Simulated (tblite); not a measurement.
C6H8ClFO.
SMILES with atom numbers: `[CH3:1][O:2][C@@H:3]1[CH:4]=[C:5]([Cl:6])[C@@H:7]([F:8])[CH2:9]1` (hydrogens: H10, H11, H12 on C1; H13 on C3; H14 on C4; H15 on C7; H16, H17 on C9)

Computed with GFN2-xTB (tblite), gas phase: Langevin dynamics at 600 K from the optimised GFN2-xTB geometry, time step 0.5 fs, friction 0.01 fs⁻¹, 2000 steps.

Start geometry:
```
atom  x, y, z in Å
C1      2.581   -0.385    0.146
O2      1.577    0.589    0.295
C3      0.315    0.190   -0.184
C4     -0.609    1.376   -0.233
C5     -1.785    1.102    0.314
Cl6    -3.126    2.148    0.454
C7     -1.876   -0.326    0.792
F8     -2.644   -1.070   -0.088
C9     -0.423   -0.803    0.750
H10     3.503    0.073    0.498
H11     2.695   -0.678   -0.905
H12     2.370   -1.281    0.741
H13     0.428   -0.235   -1.197
H14    -0.294    2.310   -0.657
H15    -2.363   -0.435    1.766
H16    -0.372   -1.833    0.404
H17     0.016   -0.730    1.744
```

The statistics below take the 31 frames saved every 25 fs from 250 to 1000 fs; their kinetic temperature (all 3N coordinates) averages 619 K.

Problem. How do the bond lengths spread?

Solution. 
```csv
bond,start (Å),mean (Å),standard deviation (Å),shortest (Å),longest (Å)
C1–O2,1.407,1.421,0.030,1.363,1.491
O2–C3,1.407,1.420,0.037,1.343,1.525
C3–C4,1.505,1.504,0.049,1.394,1.592
C4=C5,1.326,1.332,0.025,1.265,1.370
C5–Cl6,1.706,1.713,0.045,1.647,1.832
C5–C7,1.508,1.531,0.051,1.433,1.658
C7–F8,1.385,1.391,0.042,1.310,1.488
C7–C9,1.530,1.552,0.043,1.474,1.647
C3–C9,1.550,1.544,0.047,1.452,1.644
C1–H10,1.088,1.107,0.056,1.011,1.220
C1–H11,1.097,1.105,0.038,1.046,1.168
C1–H12,1.096,1.104,0.055,1.002,1.201
C3–H13,1.104,1.124,0.040,1.033,1.195
C4–H14,1.073,1.085,0.042,1.003,1.146
C7–H15,1.095,1.093,0.051,0.983,1.198
C9–H16,1.088,1.100,0.048,1.010,1.234
C9–H17,1.089,1.100,0.053,1.014,1.247
```

Problem. Give the same statistics for bond angles, one of each kind among heavy atoms.

Solution. 
| angle | start (°) | mean (°) | standard deviation (°) | smallest (°) | largest (°) |
| --- | --- | --- | --- | --- | --- |
| C1–O2–C3 | 114.0 | 115.4 | 5.6 | 103.6 | 127.0 |
| O2–C3–C4 | 109.7 | 108.6 | 5.4 | 99.9 | 119.7 |
| O2–C3–C9 | 113.8 | 112.7 | 4.5 | 100.9 | 122.1 |
| C4–C3–C9 | 103.4 | 104.3 | 2.7 | 98.0 | 110.3 |
| C3–C4–C5 | 111.6 | 111.1 | 2.7 | 105.5 | 115.9 |
| C4–C5–Cl6 | 127.2 | 127.6 | 5.6 | 115.1 | 140.9 |
| C4–C5–C7 | 112.4 | 111.9 | 2.7 | 104.8 | 116.4 |
| Cl6–C5–C7 | 120.4 | 119.6 | 5.6 | 107.4 | 130.5 |
| C5–C7–F8 | 110.0 | 109.3 | 4.5 | 97.8 | 119.0 |
| C5–C7–C9 | 103.2 | 102.2 | 3.1 | 93.9 | 107.3 |
| F8–C7–C9 | 110.0 | 110.2 | 5.4 | 101.8 | 122.5 |
| C3–C9–C7 | 105.6 | 105.4 | 3.6 | 98.9 | 112.5 |

Problem. How far does each atom move about its mean position (frames aligned on the start, all atoms weighted alike), and what rms force does it feel?

Solution. 
```csv
atom,rms displacement (Å),rms force (eV/Å)
C1,0.17,2.57
O2,0.23,1.65
C3,0.16,2.68
C4,0.18,2.64
C5,0.12,2.43
Cl6,0.37,1.02
C7,0.13,2.81
F8,0.34,1.30
C9,0.19,2.77
H10,0.77,1.77
H11,0.77,1.20
H12,0.76,1.73
H13,0.25,1.37
H14,0.31,1.58
H15,0.28,1.78
H16,0.40,1.52
H17,0.41,1.68
```

The displacements run from 0.12 to 0.77 Å.

Problem. Follow the torsion C1–O2–C3–C4 through every second one of these frames.

Solution. 
```json
{"t (fs)": "250", "C1–O2–C3–C4 (°)": "-155"}
{"t (fs)": "300", "C1–O2–C3–C4 (°)": "-167"}
{"t (fs)": "350", "C1–O2–C3–C4 (°)": "179"}
{"t (fs)": "400", "C1–O2–C3–C4 (°)": "-170"}
{"t (fs)": "450", "C1–O2–C3–C4 (°)": "-178"}
{"t (fs)": "500", "C1–O2–C3–C4 (°)": "172"}
{"t (fs)": "550", "C1–O2–C3–C4 (°)": "-178"}
{"t (fs)": "600", "C1–O2–C3–C4 (°)": "-170"}
{"t (fs)": "650", "C1–O2–C3–C4 (°)": "-142"}
{"t (fs)": "700", "C1–O2–C3–C4 (°)": "-146"}
{"t (fs)": "750", "C1–O2–C3–C4 (°)": "-146"}
{"t (fs)": "800", "C1–O2–C3–C4 (°)": "-161"}
{"t (fs)": "850", "C1–O2–C3–C4 (°)": "-154"}
{"t (fs)": "900", "C1–O2–C3–C4 (°)": "-164"}
{"t (fs)": "950", "C1–O2–C3–C4 (°)": "-161"}
{"t (fs)": "1000", "C1–O2–C3–C4 (°)": "-166"}
```

Largest departure from the start value over all these frames: C1–O2–C3–C4 27° (start -169°).

Problem. How widely does the potential energy scatter, against a harmonic estimate?

Solution. Mean 1.17 eV above the start, standard deviation 0.231 eV, range 0.60 to 1.58 eV. For 45 classical harmonic modes at 600 K the canonical values are 45kT/2 = 1.16 eV and kT·√(45/2) = 0.245 eV.

The run is classical and short, so these are rough statistics of one trajectory.

What follows is the cost of the whole dynamics run. The run took 13 s of wall time on Arm Neoverse V2, one thread, no GPU, shared host with 96 logical CPUs at a one-minute load of 57, and the process peaked at 0.19 GiB of memory.
